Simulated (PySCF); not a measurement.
A calculated (LDA, PySCF 2.14, x2c-TZVPPall, scalar relativity by spin-free X2C-1e) atom or ion has these occupied shells.

```tsv
shell	electrons	orbital energy (eV)	rms radius, mean of both spins (bohr)
1s α	1	-40140.6	0.0281
1s β	1	-40140.6	0.0281
2s α	1	-6436.6	0.114
2s β	1	-6436.5	0.114
2p α	3	-5776.1	0.102
2p β	3	-5776.1	0.102
3s α	1	-1394.0	0.298
3s β	1	-1394.0	0.298
3p α	3	-1183.2	0.298
3p β	3	-1183.1	0.298
3d α	5	-879.11	0.276
3d β	5	-879.05	0.276
4s α	1	-288.57	0.676
4s β	1	-288.46	0.676
4p α	3	-219.23	0.717
4p β	3	-219.13	0.717
4d α	5	-118.45	0.794
4d β	5	-118.33	0.794
5s α	1	-44.374	1.57
5s β	1	-43.769	1.57
5p α	3	-26.296	1.82
5p β	3	-25.539	1.82
5d α	2	-4.685	2.89
6s α	1	-4.359	4.43
6s β	1	-3.856	4.43
```

Task: Name the element and its charge.

Result: Ce (cerium, neutral), in [Xe] 5d2 6s2, high-spin 3F determinant (an excited configuration).
